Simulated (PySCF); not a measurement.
Be⁺ (beryllium, charge +1): PBE calculation

Configuration: [He] 3d1, 2D determinant (an excited configuration). Computed with PySCF 2.14 in aug-cc-pCVTZ-DK with one added diffuse shell each of s, p, d, f type (8s7p5d3f, 75 functions), with the spin-free X2C one-electron Hamiltonian (Gaussian nucleus).

```json
{
 "Total energy": "-13.8700 hartree",
 "One-electron energy": "-16.5648 hartree",
 "Hartree (Coulomb) energy": "5.0951 hartree",
 "Exchange-correlation energy": "-2.4004 hartree",
 "⟨S²⟩": "0.7500",
 "⟨L²⟩": "6.000",
 "Sum of ⟨r⟩": "5.794 bohr",
 "Sum of ⟨r²⟩": "28.41 bohr²",
 "Traceless quadrupole moment −½Σ⟨3z² − r²⟩ along its main axis": "7.98 e·bohr²",
 "Langevin diamagnetic susceptibility": "-22.5 ×10⁻⁶ cm³/mol"
}
```

| shell | electrons | mean orbital energy (hartree) | rms radius, mean of both spins (bohr) |
| --- | --- | --- | --- |
| 1s α | 1 | -4.62796 | 0.487 |
| 1s β | 1 | -4.62775 | 0.487 |
| 3d α | 1 | -0.18491 | 5.29 |

The outer electron is Rydberg-like, and this basis confines it to a smaller radius and binds it less than a complete one would.
